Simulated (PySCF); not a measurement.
## EPR parameters of [C7H6OSi]-

Species: C7H6OSi (charge -1 and doublet state).
SMILES with atom numbers: `[O-:1][CH:2][c:3]1[c:4]2[cH:5][cH:6][c:7]-2[c:8]1[SiH3:9]` (hydrogens: H10 on C2; H11 on C5; H12 on C6; H13, H14, H15 on Si9)

Structure used (GFN2-xTB), in Å, numbered top down from 1:
```
atom  x, y, z in Å
O1     1.0442    2.6324   -1.3737
C2     0.0430    1.8854   -1.4357
C3    -0.2016    0.7324   -0.6980
C4    -1.2834   -0.1977   -0.6700
C5    -2.2767   -1.1349   -0.5796
C6    -1.5624   -1.8911    0.4641
C7    -0.5130   -0.9783    0.4280
C8     0.5133   -0.0421    0.3597
Si9    2.1315    0.2012    1.2093
H10   -0.7776    2.1372   -2.1568
H11   -3.2272   -1.2655   -1.0857
H12   -1.7627   -2.7885    1.0306
H13    3.3031    0.1570    0.3168
H14    2.2346    1.4530    1.9799
H15    2.3304   -0.8925    2.1890
```

The hyperfine couplings belong to this conformer and change with its torsions.

Computed with UKS B3LYP, pcH-1 on C H O Si, non-relativistic, mean-field spin-orbit, GIAO (PySCF 2.14.0). Whether the extra electron is bound in the gas phase wasn't checked; a finite basis holds it in any case. Couplings are sensitive to structure, and on GFN2-xTB geometries they can be far from those on DFT ones, by a factor of two or more for some ions and for spin on atoms past the first row. The SCF solution wasn't tested for stability.

```json
{"g1, g2, g3": "2.00210, 2.00396, 2.00527", "g_iso": "2.00377", "Form of g": "rhombic: the two nearest values differ by 41 % of g3 − g1", "⟨S²⟩": "0.7665 (exact 0.7500)", "α and β electrons": "36, 35", "HOMO–LUMO gap, α and β orbitals": "2.50, 3.86 eV", "Total energy": "-634.91272 Eh", "Basis functions": "295"}
```

Isotropic coupling and dipolar principal values T1 to T3, in MHz:

```tsv
atom	isotope	a_iso	of which spin–orbit	T1	T2	T3	Mulliken spin population
O1	17O	-18.7	-0.2	-72.8	35.7	37.1	0.22
C2	13C	-3.3	0.0	-12.8	-9.6	22.4	0.12
C3	13C	-2.7	0.0	-13.5	-11.4	24.9	0.13
C4	13C	3.8	0.0	-7.2	-5.9	13.1	0.07
C5	13C	-11.2	0.0	-5.2	-4.3	9.5	0.01
C6	13C	42.1	0.0	-34.6	-34.1	68.6	0.43
C7	13C	-31.7	0.0	-16.7	5.0	11.8	-0.15
C8	13C	14.5	0.0	-13.4	-12.8	26.2	0.17
Si9	29Si	9.8	0.0	-1.0	0.1	0.8	0.00
H10	1H	-12.4	0.0	-5.7	-2.6	8.3	-0.01
H11	1H	-5.1	0.0	-3.0	-1.5	4.5	0.00
H12	1H	-28.4	0.0	-17.1	0.8	16.3	-0.02
H13	1H	12.2	0.0	-1.1	-0.6	1.7	0.01
H14	1H	12.2	0.0	-1.1	-0.6	1.7	0.01
H15	1H	-0.9	0.0	-0.9	-0.8	1.8	0.00
```

Largest spin populations (Mulliken): C6 (+0.43), O1 (+0.22), C8 (+0.17) and C7 (-0.15). Three atoms exceed +0.15. The positive populations add up to 1.18 and the negative ones to -0.18, together 2S = 1.

C2, the radical centre as drawn in `[O-][CH]c1c2ccc-2c1[SiH3]`, holds a spin population of +0.12 out of 1.

Axes: g2 points within 1° of the C5–C6 bond and g3 points within 1° of the C7–C8 bond.

Under fast tumbling the dipolar parts average out, and these isotropic splittings remain: 1 × 1H (H12, I = 1/2, 2 lines) with 1.01 mT, 1 × 1H (H10, I = 1/2, 2 lines) with 0.44 mT, 3 × 1H (H13/H14/H15, I = 1/2, 4 lines) with 0.28 mT and 1 × 1H (H11, I = 1/2, 2 lines) with 0.18 mT.

Nuclei that the bonding pattern makes equivalent are averaged, as if the motion that swaps them (rotation, inversion, ring flip) were fast. The three 1H nuclei of mean +7.8 MHz run from -0.9 to 12.2 MHz in the frozen geometry.

The 13C coupling of C6 (42.1 MHz) shows only in satellite lines or after enrichment, since that isotope makes up about 1.07 % of natural carbon.

The 17O coupling of O1 (-18.7 MHz) shows only in satellite lines or after enrichment, since that isotope makes up about 0.038 % of natural oxygen.

The spin density at the nucleus, in bohr⁻³, is negative for C7 (-0.0282), Si9 (-0.0110) and C5 (-0.0100), for instance. A restricted open-shell determinant has no negative spin density anywhere; here it arises because α and β orbitals differ (spin polarisation).
